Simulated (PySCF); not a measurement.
C3LiN.
Numbering: `[Li:1][C:2]#[C:3][C:4]#[N:5]`

Computed with PySCF at CAM-B3LYP/def2-SVPD, non-relativistic, on one gas-phase PBE0-D3(BJ)/def2-SVP geometry that isn't relaxed in the solvent. The solvent is an IEF-PCM continuum (van der Waals radii × 1.2), and excitations are vertical TDDFT with non-equilibrium linear response and a frozen core. The model holds no explicit solvent molecules, cavitation or dispersion.

Gas-phase singlets (H = HOMO, L = LUMO):

| state | E (eV) | λ (nm) | f | leading configuration |
| --- | --- | --- | --- | --- |
| S1 | 4.566 | 272 | 0.000 | H→L+2 29% |
| S2 | 4.761 | 260 | 0.000 | H→L+1 26% |
| S3 | 4.761 | 260 | 0.000 | H-1→L+1 26% |
| S4 | 4.902 | 253 | 0.011 | H→L 88% |
| S5 | 4.903 | 253 | 0.011 | H-1→L 88% |

Question: Give the list for dimethylsulfoxide (ε = 46.83), n² = 2.19.

Answer: 
| state | E (eV) | λ (nm) | f | leading configuration | change by rank (eV) |
| --- | --- | --- | --- | --- | --- |
| S1 | 4.747 | 261 | 0.000 | H→L 42% | +0.181 |
| S2 | 4.960 | 250 | 0.000 | H-1→L+1 42% | +0.199 |
| S3 | 4.960 | 250 | 0.000 | H-1→L 42% | +0.199 |
| S4 | 6.815 | 182 | 0.052 | H-1→L+2 80% | +1.913 |
| S5 | 6.815 | 182 | 0.052 | H→L+2 80% | +1.912 |

Question: How do the frontier levels move from gas to dimethylsulfoxide?

Answer: 
| orbital | gas (eV) | solvent (eV) | change (eV) | Löwdin shares, gas | Löwdin shares, solvent |
| --- | --- | --- | --- | --- | --- |
| LUMO+2 | -0.11 | 0.16 | +0.27 | Li1 72 %, C2 11 %, C3 8 %, N5 5 % | Li1 95 % |
| LUMO+1 | -0.11 | 0.06 | +0.17 | Li1 72 %, C2 11 %, C3 8 %, N5 5 % | C2 25 %, Li1 24 %, N5 18 %, C3 17 % |
| LUMO | -1.26 | 0.06 | +1.32 | Li1 97 % | C2 25 %, Li1 24 %, N5 18 %, C3 17 % |
| HOMO | -8.37 | -9.02 | -0.65 | C3 34 %, C2 33 %, N5 19 %, C4 13 % | C3 36 %, C2 33 %, N5 17 %, C4 12 % |
| HOMO-1 | -8.37 | -9.02 | -0.65 | C3 34 %, C2 33 %, N5 19 %, C4 13 % | C3 36 %, C2 33 %, N5 17 %, C4 12 % |
| HOMO-2 | -10.48 | -10.69 | -0.21 | C2 67 %, Li1 15 %, C3 15 % | C2 69 %, C3 15 %, Li1 14 % |
| HOMO-3 | -11.36 | -12.41 | -1.05 | N5 80 %, C4 16 % | C4 39 %, N5 37 %, C3 17 %, C2 6 % |

The HOMO–LUMO gap goes from 7.11 to 9.08 eV. Rows go by rank; for HOMO-3, LUMO, LUMO+1 and LUMO+2 the atom shares or the degeneracy differ between the runs, so the row needn't follow one orbital. Shares within a degenerate set are those of one arbitrary member.
